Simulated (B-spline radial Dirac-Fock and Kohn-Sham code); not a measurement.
**Lu 6s: cross section and angular parameters**

System: the free lutetium atom, [Xe] 4f14 5d1 6s2; threshold 6.04 eV (orbital energy of the model). The computed values come from a radial finite-basis atomic code: Dirac-Hartree-Slater photoionisation with a Latter tail; cross sections with all multipoles, angular parameters from the dipole term and its interference with E2.

For linearly polarised light dσ/dΩ = σ/(4π) [1 + β P₂(cos θ) + (δ + γ cos²θ) sin θ cos φ], with θ from the polarisation vector and φ the angle between the beam and the projection of the electron momentum on the plane normal to the polarisation.

```
hν (eV)  σ (kb)      β       γ
   60.4    21.4  1.418  -0.063
   63.3    20.7  1.452  -0.048
     80    17.0  1.580   0.023
    100    13.7  1.661   0.082
    149    9.03  1.761   0.180
    150    8.96  1.763   0.181
    163       ?      ?       ?
    190    6.85  1.803   0.238
    294    3.94  1.855   0.328
    304    3.77  1.858   0.333
    356    3.04  1.870   0.358
    368    2.91  1.873   0.363
    600    1.44  1.902   0.402
    842   0.869  1.917   0.396
    992   0.676  1.923   0.381
   1340   0.422  1.933   0.329
   1570   0.327  1.937   0.290
   1700   0.287  1.939   0.268
   1990   0.221  1.943   0.217
   2000   0.219  1.943   0.216
   2380   0.163  1.947   0.154
   2950   0.112  1.950   0.072
   4000  0.0650  1.955  -0.041
   4450  0.0535  1.956  -0.075
   4930  0.0442  1.957  -0.104
   6000  0.0305  1.959  -0.141
   6770  0.0242  1.960  -0.149
   7950  0.0177  1.961  -0.140
 9251.7  0.0131  1.962  -0.107
```

**Question.** Give the values at 163 eV.

**Answer.** σ = 8.17 kb, β = 1.778, γ = 0.201. For an s subshell δ is negligible.
